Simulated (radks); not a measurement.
Results of a calculation; reference values are marked as such.
The nuclear charge of the argon ion Ar+ is varied continuously with 17 electrons held in [Ne] 3s2 3p5. Level of theory: scalar-relativistic Kohn-Sham, SCAN, spin-polarised, spherical densities, finite nucleus; open shells are filled with parallel spins first; meta-GGA in the generalised Kohn-Sham scheme; Fermi nuclear charge, rms radius 3.4274 fm (a radial shooting solver on a logarithmic mesh with Libxc functionals). By the Hellmann-Feynman theorem dE/dZ = E(electron-nucleus)/Z, the electronic potential at the nucleus (averaged over a nucleus of fixed radius). The scalar-relativistic energy here is not variational (the density holds large components alone), so the two differ by a part that grows with Z.

| Z | E (hartree) | E(electron-nucleus)/Z (hartree) | HOMO | e(HOMO) (eV) | <r> HOMO (bohr) |
|---|---|---|---|---|---|
| 17.5 | -494.66401 | -67.2059 | 3p | -14.596 | 1.691 |
| 17.75 | -511.62507 | -68.4320 | 3p | -18.097 | 1.622 |
| 18 | -528.89201 | -69.6576 | 3p | -21.824 | 1.560 |
| 18.25 | -546.46633 | -70.8826 | 3p | -25.771 | 1.503 |
| 18.5 | -564.34720 | -72.1073 | 3p | -29.936 | 1.451 |
| 18.75 | -582.53380 | -73.3320 | 3p | -34.314 | 1.404 |
| 19 | -601.02787 | -74.5565 | 3p | -38.905 | 1.359 |

The central difference of E at Z = 18 is -69.683 hartree, to compare with the third column; the second derivative is -4.92 hartree.
